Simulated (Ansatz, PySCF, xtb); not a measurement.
Reaction R1 + R2 → P1 + P2, each structure at its B3LYP-D3(BJ)/def2-TZVP stationary point, reached from a drawn start (curvature not checked).
P1: FH3O3Si (SMILES O[Si](O)(O)F), charge 0, multiplicity 1.
R1, F2H2O2Si (SMILES O[Si](O)(F)F) (charge 0, multiplicity 1):
```xyz
7

F     -1.6765    -0.1129    -0.4422
Si    -0.2407    -0.0950     0.2363
F     -0.5078    -0.0321     1.7926
O      0.5950     1.1865    -0.2985
O      0.5849    -1.4509    -0.0493
H      0.1648     2.0419    -0.3721
H      1.0803    -1.5375    -0.8668
```
P2, HF (SMILES F) (charge 0, multiplicity 1, Z-matrix in Å and degrees):
```
F
H 1 0.9245
```
R2: H2O (SMILES O), charge 0, multiplicity 1.

P less R. No zero-point or thermal terms. One arrangement of each flexible species, with no search for the lowest.

The values were computed with Ansatz (an electronic-structure program) with Gaussian orbitals; PySCF for the D3/D4 terms; xtb for the GFN methods. No computed number here is a measurement.

**Question.** One of these levels gives 39.1 kJ/mol for the reaction energy. Name it.
A. HF/cc-pV(D+d)Z
B. BLYP-D4/def2-TZVPP
C. GFN2-xTB

**Answer.** B, BLYP-D4/def2-TZVPP. The others give 44.3 (GFN2-xTB), 32.9 (HF/cc-pV(D+d)Z)
